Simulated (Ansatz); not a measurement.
The cluster Pb3O2⁻. The state is a doublet with charge -1. Geometry PBE-D4/def2-SVP, that of the neutral singlet; atoms count from 1.

Cartesian coordinates in Å:
```
Pb 0.887 1.573 0.506
Pb 0.231 -1.862 -0.008
Pb -1.596 0.411 -0.710
O -0.323 -0.137 1.328
O 0.801 0.014 -1.115
```

In the def2 sets Pb takes a core potential; there is no spin–orbit coupling. The highest occupied level of the charge -1 doublet lies above zero (up to 0.58 eV). By energy differences its removal costs 0.77 eV (vertical, to the charge 0 singlet, at PBE0-D4/def2-TZVPD); a positive level beside a positive removal energy at the same level points to self-interaction error. The structure comes from a short search, and lower isomers may exist.

(1) Estimate the Mulliken populations from the PBE0/def2-TZVPD orbitals of Ansatz.

(2) Where does the spin sit?

(3) And the Mayer bond orders between bonded heavy atoms (over 0.3)?

## Answers

(1) 
| atom | charge (e) | spin (α − β) |
| --- | --- | --- |
| Pb1 | 0.39 | 0.55 |
| Pb2 | 0.39 | 0.55 |
| Pb3 | 0.16 | -0.11 |
| O4 | -0.97 | 0.00 |
| O5 | -0.97 | 0.00 |
Mulliken values and Mayer orders depend strongly on the basis. With diffuse functions, as here, like atoms can get unlike values, and bond orders can come out too low or too high.

(2) Summed by element: Pb 0.99, O 0.01, of 1 unpaired in all. Largest on single atoms: Pb1 0.55, Pb2 0.55, Pb3 -0.11.

(3) Pb1–Pb2 0.32 (3.53 Å); Pb1–Pb3 0.76 (3.00 Å); Pb1–O4 0.39 (2.25 Å); Pb1–O5 0.39 (2.25 Å); Pb2–Pb3 0.76 (3.00 Å); Pb2–O4 0.39 (2.25 Å); Pb2–O5 0.39 (2.25 Å); Pb3–O4 0.32 (2.47 Å); Pb3–O5 0.32 (2.46 Å).
